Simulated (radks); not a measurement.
The mean radii <r> (bohr) of the occupied orbitals of an atom or ion are listed with their occupations. Calculated with a radial shooting solver on a logarithmic mesh with Libxc functionals: scalar-relativistic Kohn-Sham, SCAN, spin-polarised, spherical densities, finite nucleus; meta-GGA in the generalised Kohn-Sham scheme; Fermi nuclear charge, rms radius of each element as measured or else 0.836 A^(1/3) + 0.57 fm.

| orbital | occ. | <r> |
|---|---|---|
| 1s up | 1 | 0.01715 |
| 1s down | 1 | 0.01715 |
| 2s up | 1 | 0.07232 |
| 2s down | 1 | 0.07232 |
| 2p up | 3 | 0.06522 |
| 2p down | 3 | 0.06522 |
| 3s up | 1 | 0.1869 |
| 3s down | 1 | 0.1869 |
| 3p up | 3 | 0.1881 |
| 3p down | 3 | 0.1881 |
| 3d up | 5 | 0.1705 |
| 3d down | 5 | 0.1705 |
| 4s up | 1 | 0.4149 |
| 4s down | 1 | 0.4149 |
| 4p up | 3 | 0.4415 |
| 4p down | 3 | 0.4415 |
| 4d up | 5 | 0.4682 |
| 4d down | 5 | 0.4681 |
| 5s up | 1 | 0.9559 |
| 5s down | 1 | 0.9513 |
| 4f up | 7 | 0.5165 |
| 4f down | 7 | 0.5155 |
| 5p up | 3 | 1.102 |
| 5p down | 3 | 1.098 |
| 5d up | 5 | 1.541 |
| 5d down | 3 | 1.559 |

Name the element and its charge. Open shells, if any, are filled with parallel spins first.

Answer. Z = 78, platinum, charge +2: Pt2+ in [Xe] 4f14 5d8. The 1s radius gives Z: for a bare nucleus <r> = (2 gamma + 1)/(2Z) with gamma = sqrt(1 - (Z/c)^2), 0.01695 bohr for Z = 78, and screening makes it slightly larger (0.01715 here). The occupations add up to 76, and the charge is Z minus that.
